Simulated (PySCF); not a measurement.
PySCF input (M06-2X/6-31G* with LANL2DZ past Ar (5d)):

```python
from pyscf import gto, dft

mol = gto.M(
    atom='''
    Si   -1.58994500    0.17812800   -0.03070300
    Ge    0.64894400   -0.03240300    0.01452400
    H    -1.76202300   -1.34954100   -0.11051400
    H     1.60346700   -1.27847000   -0.02336700
    H     1.65157100    1.17111300    0.09894700
    ''',
    basis={'default': '6-31g*', 'Ge': 'lanl2dz'},
    ecp={'Ge': 'lanl2dz'},
    charge=-1,
    spin=0,
    verbose=4,
)

mf = dft.RKS(mol, xc='m062x')
mf.grids.level = 4
mf.conv_tol = 1e-9
mf.max_cycle = 100
mf.max_memory = 1500
mf.kernel()
if not mf.converged:
    mf = mf.newton()
    mf.kernel(mf.make_rdm1())
mf.dip_moment()
```

From the output:

```
tot grids = 106232
init E= -282.587970847049
  HOMO = -0.129156783356876  LUMO = 0.0228873028355494  gap/eV = 4.13733
cycle= 1 E= -294.699906954349  delta_E= -12.1  |g|= 0.624  |ddm|= 2.81
  HOMO = 0.0307114899527576  LUMO = 0.168720693095404  gap/eV = 3.75542
cycle= 2 E= -294.528880701021  delta_E= 0.171  |g|= 0.842  |ddm|= 3.57
  HOMO = -0.0218644879506549  LUMO = 0.142841623498033  gap/eV = 4.48188
cycle= 3 E= -294.957591497217  delta_E= -0.429  |g|= 0.0552  |ddm|= 2.58
  HOMO = -0.0307912070951772  LUMO = 0.162927159101674  gap/eV = 5.27135
cycle= 4 E= -294.959262981072  delta_E= -0.00167  |g|= 0.0286  |ddm|= 0.176
  HOMO = -0.0345894956288966  LUMO = 0.160209391700469  gap/eV = 5.30075
cycle= 5 E= -294.959683778172  delta_E= -0.000421  |g|= 0.00882  |ddm|= 0.0606
  HOMO = -0.0331370733030631  LUMO = 0.160829771054285  gap/eV = 5.27811
cycle= 6 E= -294.959735709189  delta_E= -5.19e-05  |g|= 0.00274  |ddm|= 0.0304
  HOMO = -0.0332206813214704  LUMO = 0.160631441973425  gap/eV = 5.27498
cycle= 7 E= -294.959740958009  delta_E= -5.25e-06  |g|= 0.000221  |ddm|= 0.0115
  HOMO = -0.0332567860444186  LUMO = 0.160651156995478  gap/eV = 5.27650
cycle= 8 E= -294.959741023795  delta_E= -6.58e-08  |g|= 4.18e-05  |ddm|= 0.00125
  HOMO = -0.033251006301942  LUMO = 0.160660926224203  gap/eV = 5.27661
cycle= 9 E= -294.95974102573  delta_E= -1.93e-09  |g|= 1.01e-05  |ddm|= 0.000201
  HOMO = -0.0332522691007888  LUMO = 0.16065988812333  gap/eV = 5.27662
cycle= 10 E= -294.959741025828  delta_E= -9.83e-11  |g|= 2.2e-06  |ddm|= 5.91e-05
  HOMO = -0.0332519518462071  LUMO = 0.160659982613602  gap/eV = 5.27661
Extra cycle  E= -294.959741025829  delta_E= -1.36e-12  |g|= 1.01e-06  |ddm|= 8.68e-06
converged SCF energy = -294.959741025829

WARN: System has nonzero charge -1; the dipole moment is origin-dependent.
Location of origin: [0. 0. 0.]

Dipole moment(X, Y, Z, Debye):  2.57349, -0.57660,  0.03543
```

The dipole moment of an ion depends on the origin.

The geometry given is a B3LYP-D3(BJ)/def2-TZVP minimum.
